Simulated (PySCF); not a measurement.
# Computed structure and properties of [TbF4]−

System: [TbF4]− (singlet in the valence; each metal's 4f electrons, 8 of them, lie in its core potential, out of spins and levels); start: template (Td). Method: PySCF 2.14.0, RKS PBE0, Tb lcecp-1-SVP with ECP54, F def2-SVP; non-relativistic Hamiltonian with scalar-relativistic core potentials where named; density fitting; no spin-orbit coupling.

Input of the relaxation:

```python
mol = gto.M(atom='''
Tb     0.00000    -0.00000     0.00000
F      1.21150     1.21150     1.21150
F     -1.21150    -1.21150     1.21150
F      1.21150    -1.21150    -1.21150
F     -1.21150     1.21150    -1.21150''',
    basis={'Tb': 'lcecp-1-SVP', 'F': 'def2-SVP'},
    ecp={'Tb': 'lcecp-1-SVP'},
    charge=-1, spin=0)
mf = dft.RKS(mol, xc='PBE0')
mf.grids.atom_grid = (50, 194)  # f atoms: unpruned, at least (60, 302)
mf = mf.density_fit()  # fitting sets: Tb AutoAux, F def2-universal-JKFIT
mf.conv_tol = 1e-08; mf.max_cycle = 55
mf.kernel(dm0)  # dm0: converged density of the start geometry
# quasi-Newton relaxation in Cartesian coordinates to a largest gradient under 0.00045 Eh/bohr, steps kept in the point group
```

Run from Python with OMP_NUM_THREADS=2; the lines above give its settings. Where DIIS fails, smearing, a level shift and second-order steps follow.
It took 8 s on 2 threads of Arm Neoverse V1 (shared host), from the converged density of the start.

Course of the relaxation:

| step | energy above end (eV) | largest force component within the symmetry (eV/Å) |
| --- | --- | --- |
| 0 | 0.0101 | 0.180 |
| 1 | 0.0007 | 0.047 |
| 2 | 0.0000 | 0.002 |

Relaxed geometry (Td):

```xyz
5

Tb    0.0000    0.0000    0.0000
F     1.2021    1.2021    1.2021
F    -1.2021   -1.2021    1.2021
F     1.2021   -1.2021   -1.2021
F    -1.2021    1.2021   -1.2021
```

| contact | Å |
| --- | --- |
| Tb1–F2 (F) | 2.082 |
| Tb1–F3 (F) | 2.082 |
| Tb1–F4 (F) | 2.082 |
| Tb1–F5 (F) | 2.082 |

On the finer grid (75, 302):

The HOMO is -4.92 eV. The LUMO is 3.82 eV, the dipole about the centre of mass is 0.00 D and the set of Mulliken populations of Tb1 outside the core potential is s 2.17, p 6.37, d 1.32, f 0.09. The D3(BJ) dispersion energy (not in the energies) is -0.053 eV.

```tsv
atom	Mulliken (e)	Löwdin (e)	spin (e)
Tb1	1.05	0.55	0.00
F2	-0.51	-0.39	0.00
F3	-0.51	-0.39	0.00
F4	-0.51	-0.39	0.00
F5	-0.51	-0.39	0.00
```

The 4f levels lie in the core potential and are missing. Their spin isn't counted.

On the grid (50, 194), as all that follows. Harmonic modes: a minimum; lowest 114 cm⁻¹ (negative: unstable), highest 536 cm⁻¹, zero-point energy 0.166 eV.

Taking off one F (charge -1, singlet; the rest: singlet) in vacuum, both parts rigid, costs 6.66 eV; the small basis without counterpoise inflates it.

Rigid scan of F along the line from its metal:

```json
{"distance to F2 (Å)": "1.78", "energy (eV)": "1.186"}
{"distance to F2 (Å)": "1.88", "energy (eV)": "0.448"}
{"distance to F2 (Å)": "1.98", "energy (eV)": "0.096"}
{"distance to F2 (Å)": "2.08", "energy (eV)": "0.000"}
{"distance to F2 (Å)": "2.18", "energy (eV)": "0.071"}
{"distance to F2 (Å)": "2.28", "energy (eV)": "0.246"}
{"distance to F2 (Å)": "2.48", "energy (eV)": "0.759"}
{"distance to F2 (Å)": "2.78", "energy (eV)": "1.637"}
{"distance to F2 (Å)": "3.18", "energy (eV)": "2.680"}
{"distance to F2 (Å)": "3.68", "energy (eV)": "3.614"}
```

One start shape was tried, so this needn't be the lowest isomer.

An lcecp potential fixes the number of 4f electrons, so in runs with it no electron can move into or out of that shell.
